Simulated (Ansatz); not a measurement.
Relaxation of C3H11AlS (16 atoms, charge 0, multiplicity 1), to a largest force component of 0.03 eV/Å in at most 50 steps.

All numbers below come from RKS BLYP/def2-SVP (Ansatz).

```xyz
16
Properties=species:S:1:pos:R:3
Al -0.478 -0.279 -0.023
S 2.920 0.761 -0.137
C -0.332 -2.237 0.242
C -1.074 0.492 -1.751
H 1.985 1.105 0.795
C -0.263 0.907 1.544
H 2.538 1.786 -0.957
H 0.706 -2.511 0.538
H -0.987 -2.582 1.073
H -0.586 -2.839 -0.655
H -0.529 0.052 -2.614
H -0.962 1.596 -1.806
H -2.151 0.268 -1.924
H 0.375 0.483 2.353
H 0.105 1.932 1.308
H -1.266 1.065 2.013
```

Task: Where does it end, and by what steps?

Result: The forces met the threshold. The force dipped under the threshold on the way, but the program's further checks kept it going. After 27 steps the energy has fallen by 0.232 eV; H5 moved furthest, 1.17 Å.

```csv
step,energy less start (eV),largest force component (eV/Å),accepted
0,0.0000,0.331,yes
1,-0.0457,0.419,yes
2,-0.0593,0.900,yes
3,-0.1310,0.714,yes
4,-0.1785,0.365,yes
5,-0.1897,0.312,yes
6,-0.2042,0.261,yes
7,-0.2135,0.098,yes
8,-0.2201,0.037,yes
9,-0.1997,0.646,no
10,-0.2231,0.058,yes
11,-0.2235,0.175,yes
12,-0.2260,0.043,yes
13,-0.2272,0.007,yes
14,-0.2199,0.471,no
15,-0.2283,0.087,yes
16,-0.2285,0.156,yes
17,-0.2293,0.089,yes
18,-0.2296,0.058,yes
19,-0.2303,0.005,yes
20,-0.2293,0.213,no
21,-0.2308,0.048,yes
22,-0.2309,0.089,yes
23,-0.2314,0.032,yes
24,-0.2309,0.124,no
25,-0.2317,0.037,yes
26,-0.2315,0.062,no
27,-0.2318,0.016,yes
```

```xyz
16
Properties=species:S:1:pos:R:3
Al -0.294 -0.135 -0.017
S 2.339 0.401 -0.660
C -0.084 -2.099 0.250
C -1.086 0.520 -1.725
H 2.837 0.327 0.609
C -0.440 1.026 1.600
H 2.253 1.763 -0.602
H 0.615 -2.367 1.072
H -1.067 -2.544 0.528
H 0.251 -2.636 -0.664
H -0.720 -0.026 -2.621
H -0.927 1.606 -1.905
H -2.190 0.372 -1.703
H 0.249 0.731 2.423
H -0.269 2.105 1.392
H -1.468 0.955 2.023
```

Run time: 77 s on 4 threads of Arm Neoverse N1, with other jobs on the host, peak memory 0.18 GiB.
